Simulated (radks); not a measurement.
Task: These are the eigenvalues of the occupied orbitals of an atom or ion with whole-number occupations (hartree). Calculated with a radial shooting solver on a logarithmic mesh with Libxc functionals: scalar-relativistic Kohn-Sham, r2SCAN, spin-polarised, spherical densities, finite nucleus; meta-GGA in the generalised Kohn-Sham scheme; Fermi nuclear charge, rms radius of each element as measured or else 0.836 A^(1/3) + 0.57 fm.

1s up: -2596.711
1s down: -2596.711
2s up: -482.8413
2s down: -482.7336
2p up: -427.2492
2p down: -427.1643
3s up: -142.6214
3s down: -142.6002
3p up: -126.0711
3p down: -126.0397
3d up: -107.1690
3d down: -107.0953
4s up: -57.96899
4s down: -57.74664
4p up: -52.03858
4p down: -51.81980
4d up: -44.71658
4d down: -44.49622

Which element is it, and in what charge state? The configuration may be excited. Open shells, if any, are filled with parallel spins first.

Result: Z = 74, tungsten, charge +30: W30+ in [Kr] 4d8. The list shows which subshells hold electrons but not how many an open one holds; the 1s level, -2596.7 hartree, gives Z - s = 72.1 by -(Z - s)^2/2, which with screening and relativity narrows Z to a few neighbours, and the depths of the outer levels then fix element, charge and occupations together.
